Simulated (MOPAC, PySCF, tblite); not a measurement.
Energy landscape of H6Ge2, singlet: internal rotation, threefold axis kept, other coordinates relaxed. Scanned: torsion (0 = eclipsed). Other coordinates (Ge-Ge length, H-Ge-Ge angle, H-Ge-Ge angle, Ge-H length, Ge-H length) were minimised at B3LYP/def2-TZVP.

Cartesian coordinates as functions of the variables (Å; names that start with a are angles):
```
Ge  0  0  0
Ge  0  0  R
H  r1*sin(a1)*cos(0*2*pi/3+0)  r1*sin(a1)*sin(0*2*pi/3+0)  0+r1*cos(a1)
H  r1*sin(a1)*cos(1*2*pi/3+0)  r1*sin(a1)*sin(1*2*pi/3+0)  0+r1*cos(a1)
H  r1*sin(a1)*cos(2*2*pi/3+0)  r1*sin(a1)*sin(2*2*pi/3+0)  0+r1*cos(a1)
H  r2*sin(a2)*cos(0*2*pi/3+at)  r2*sin(a2)*sin(0*2*pi/3+at)  R+-r2*cos(a2)
H  r2*sin(a2)*cos(1*2*pi/3+at)  r2*sin(a2)*sin(1*2*pi/3+at)  R+-r2*cos(a2)
H  r2*sin(a2)*cos(2*2*pi/3+at)  r2*sin(a2)*sin(2*2*pi/3+at)  R+-r2*cos(a2)
```

- PM3, restricted, heats of formation (MOPAC)
- GFN2-xTB, 300 K electronic temperature (tblite)
- CCSD on RHF/cc-pVDZ, 18 core orbitals frozen (PySCF)
- wB97X-V/cc-pVDZ (PySCF)
- AM1, restricted, heats of formation (MOPAC)
- CCSD(T) on RHF/cc-pVDZ, 18 core orbitals frozen (PySCF)

Energies in kcal/mol, each method relative to its own lowest point.

```
at / °   PM3  GFN2-xTB  CCSD  wB97X-V   AM1  CCSD(T)
------  ----  --------  ----  -------  ----  -------
0       0.30      0.03  0.70     0.68  0.14     0.71
10      0.29      0.02  0.66     0.64  0.14     0.66
20      0.26      0.02  0.53     0.52  0.12     0.53
30      0.17      0.05  0.35     0.35  0.08     0.36
40      0.07      0.01  0.18     0.17  0.04     0.18
50      0.03      0.02  0.05     0.05  0.00     0.05
60      0.00      0.00  0.00     0.00  0.00     0.00
```
